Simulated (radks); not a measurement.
The iodine anion I- inside a hard spherical wall (all orbitals vanish at R), configuration held at [Xe] and not refilled when levels cross. Method: scalar-relativistic Kohn-Sham, PBE, spin-unpolarised, spherical densities, finite nucleus; Fermi nuclear charge, rms radius 4.75 fm; computed with a radial shooting solver on a logarithmic mesh with Libxc functionals. Eigenvalues in eV, with the zero of energy where the potential of the charges vanishes at infinity; a dash marks a level that is unbound or too diffuse for the functional's potential to be trusted. A positive occupied level is held by the wall or, in an anion where self-interaction has pushed it up, behind a barrier. The pressure on the wall is -dE/dV.

R (bohr) = 12: E (hartree) -7116.28983; kinetic (hartree) 7469.111; e(4p) -119.68; e(4d) -42.398; e(5s) -9.870; e(5p) -0.042; e(6s, empty) 3.601; e(5d, empty) 5.216; pressure (GPa) 0.00356
R (bohr) = 10: E (hartree) -7116.28867; kinetic (hartree) 7469.120; e(4p) -119.58; e(4d) -42.297; e(5s) -9.780; e(5p) 0.040; e(6s, empty) 4.436; e(5d, empty) 6.392; pressure (GPa) 0.0291
R (bohr) = 8: E (hartree) -7116.28132; kinetic (hartree) 7469.165; e(4p) -119.19; e(4d) -41.908; e(5s) -9.446; e(5p) 0.353; e(6s, empty) 6.231; e(5d, empty) 8.201; pressure (GPa) 0.306
R (bohr) = 7: E (hartree) -7116.26665; kinetic (hartree) 7469.247; e(4p) -118.65; e(4d) -41.374; e(5s) -9.004; e(5p) 0.782; e(6s, empty) 8.076; e(5d, empty) 9.616; pressure (GPa) 1.14
R (bohr) = 6: E (hartree) -7116.22267; kinetic (hartree) 7469.478; e(4p) -117.50; e(4d) -40.231; e(5s) -8.093; e(5p) 1.708; e(6s, empty) 11.527; e(5d, empty) 11.844; pressure (GPa) 4.82
R (bohr) = 2.5: E (hartree) -7108.16130; kinetic (hartree) 7498.646; e(4p) -77.883; e(4d) -2.218; e(5s) 33.091; e(5p) 51.168; e(6s, empty) 154.57; e(5d, empty) 83.638; pressure (GPa) 5600
R (bohr) = 2: E (hartree) -7094.11705; kinetic (hartree) 7545.204; e(4p) -47.088; e(4d) 28.220; e(5s) 85.160; e(5p) 111.64; e(6s, empty) 301.50; e(5d, empty) 157.75; pressure (GPa) 28500
